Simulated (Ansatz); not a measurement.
A run for Ansatz (a quantum-chemistry and plane-wave program): U-B3LYP/cc-pVTZ on FHSe (SMILES F[SeH]), a point of a bond scan (R = 1.774 Å).

Ansatz 0.2 input:
```yaml
crystal:
  periodic: [false, false, false]
  atoms:
    - {symbol: Se, position_ang: [-0.11560586, -0.22336041, 0.25952766]}
    - {symbol: H, position_ang: [-1.05637332, -1.10132903, -0.96089873]}
    - {symbol: F, position_ang: [0.53668645, 0.94991721, -0.89627180]}
basis:
  gaussian:
    orbitals: cc-pVTZ
hamiltonian:
  xc: {name: B3LYP}
magnetization: {spin_polarized: true, initial_magnetization: 0}
```

Output:

```
WARN ansatz: RAYON_NUM_THREADS=1 ignored (pool sized by the plan → 1); use --threads N
Functional definition: B3LYP
integrals: 0.02 GiB planned
617 factors; their error is unknown
mean field: 0.32 GiB planned
mean field evaluation 1: about -68082.9723 eV, gradient 2.3e1 eV
mean field evaluation 2: about -68077.1715 eV, gradient 4.9e1 eV
mean field evaluation 4: about -68084.4019 eV, gradient 9.0e-1 eV
mean field evaluation 8: about -68084.6854 eV, gradient 4.7e-2 eV
mean field -68084.68542666 eV, -2502.0660399726 hartree, gradient 3.1e-5 eV, S^2 0.000000; 0 other end points of the search recorded, 0 dependent functions left out
reference -68084.68559822 eV, -2502.0660462771 hartree; 22, 22 occupied and 65, 65 virtual orbitals, 617 factors
Total energy: -68084.68559822 eV, -2502.0660462771 hartree
```

The run converged.

Cost: about 1.4 core-seconds (a rough figure).
